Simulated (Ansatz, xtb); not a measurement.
## Relative energy of two isomers of C5H2N4

We compare a, `N#Cc1cn[nH]c1C#N`, a singlet, with b, `N#Cc1c[nH]nc1C#N`, a singlet. Both are isolated molecules in the gas phase, relaxed with B3LYP/def2-SVP.

a (Å):

```xyz
11

C    -0.6422   -1.6550   -2.5872
C    -0.1164   -0.6002   -1.7925
C    -0.6906    0.0017   -0.6390
C     1.0942    0.0862   -1.9711
C     2.1181   -0.0481   -2.9459
N    -1.0883   -2.5171   -3.2238
N     0.0879    0.9610   -0.1568
N     1.1478    0.9998   -0.9610
N     2.9663   -0.1414   -3.7331
H    -1.6383   -0.2434   -0.1625
H     1.8934    1.6672   -0.7890
```

b (Å):

```yaml
atoms:
  - { symbol: C, position_ang: [-0.7719, -1.3451, -2.7753] }
  - { symbol: C, position_ang: [-0.0476, -0.4732, -1.9167] }
  - { symbol: C, position_ang: [-0.5018, 0.1386, -0.7540] }
  - { symbol: C, position_ang: [1.3086, -0.0195, -2.0399] }
  - { symbol: C, position_ang: [2.2445, -0.3493, -3.0692] }
  - { symbol: N, position_ang: [-1.3679, -2.0562, -3.4726] }
  - { symbol: N, position_ang: [0.5372, 0.8686, -0.2868] }
  - { symbol: N, position_ang: [1.6359, 0.7935, -1.0367] }
  - { symbol: N, position_ang: [2.9885, -0.6293, -3.9134] }
  - { symbol: H, position_ang: [-1.4673, 0.0952, -0.2555] }
  - { symbol: H, position_ang: [0.5530, 1.4441, 0.5490] }
```

Quicker runs give these differences E(b) − E(a): GFN2-xTB +0.027 eV; HF/STO-3G −0.060 eV (at GFN2-xTB geometries); r2SCAN-D4/def2-SVP +0.001 eV (at GFN2-xTB geometries).

**Question.** Which of the two would you expect CCSD(T)/def2-SVP + ΔMP2/def2-TZVPP electronic energies to favour?

**Answer.** CCSD(T)/def2-SVP + ΔMP2/def2-TZVPP gives E(b) − E(a) = −0.041 eV, slightly favouring structure b, which is too small a margin to settle the true order.

Level by level:

```json
{"level": "GFN2-xTB", "geometry": "GFN2-xTB", "E(b) − E(a) (eV)": "+0.027", "departure from the last row (eV)": "+0.068", "job, with rough time for the two": "optimisation, 0.43 s"}
{"level": "HF/STO-3G", "geometry": "GFN2-xTB", "E(b) − E(a) (eV)": "−0.060", "departure from the last row (eV)": "−0.019", "job, with rough time for the two": "single point, 1.5 s"}
{"level": "r2SCAN-D4/def2-SVP", "geometry": "GFN2-xTB", "E(b) − E(a) (eV)": "+0.001", "departure from the last row (eV)": "+0.042", "job, with rough time for the two": "single point, 8.1 s"}
{"level": "B3LYP/def2-SVP", "geometry": "B3LYP/def2-SVP", "E(b) − E(a) (eV)": "−0.017", "departure from the last row (eV)": "+0.024", "job, with rough time for the two": "optimisation, 1.9 min"}
{"level": "HF/def2-SVP", "geometry": "B3LYP/def2-SVP", "E(b) − E(a) (eV)": "−0.094", "departure from the last row (eV)": "−0.053", "job, with rough time for the two": "part of the CCSD(T) run"}
{"level": "MP2/def2-SVP", "geometry": "B3LYP/def2-SVP", "E(b) − E(a) (eV)": "−0.020", "departure from the last row (eV)": "+0.021", "job, with rough time for the two": "part of the CCSD(T) run"}
{"level": "CCSD(T)/def2-SVP", "geometry": "B3LYP/def2-SVP", "E(b) − E(a) (eV)": "−0.050", "departure from the last row (eV)": "−0.009", "job, with rough time for the two": "single point"}
{"level": "CCSD(T)/def2-SVP + ΔMP2/def2-TZVPP", "geometry": "B3LYP/def2-SVP", "E(b) − E(a) (eV)": "−0.041", "departure from the last row (eV)": "", "job, with rough time for the two": "single point, 3.4 min"}
```

As drawn, both hold the same kinds of bond in the same numbers.

The largest departure from CCSD(T)/def2-SVP + ΔMP2/def2-TZVPP is that of GFN2-xTB, 0.068 eV. The last row adds to CCSD(T) the change of the MP2 difference between the two basis sets, here +0.009 eV.

With thermal terms from frequencies at re-optimised GFN2-xTB minima (ideal gas, soft modes damped towards free rotors, one conformer each, 298.15 K, 1 atm): the zero-point term adds 0.000 eV; ΔH is −0.042 and ΔG −0.040 eV.

The correlated steps freeze 9 core orbitals. Programs: Ansatz 0.2.0, xtb 6.7.1; the last row on 2 threads of Intel(R) Xeon(R) Processor @ 2.50GHz (Skylake/Cascade Lake) on a shared host.
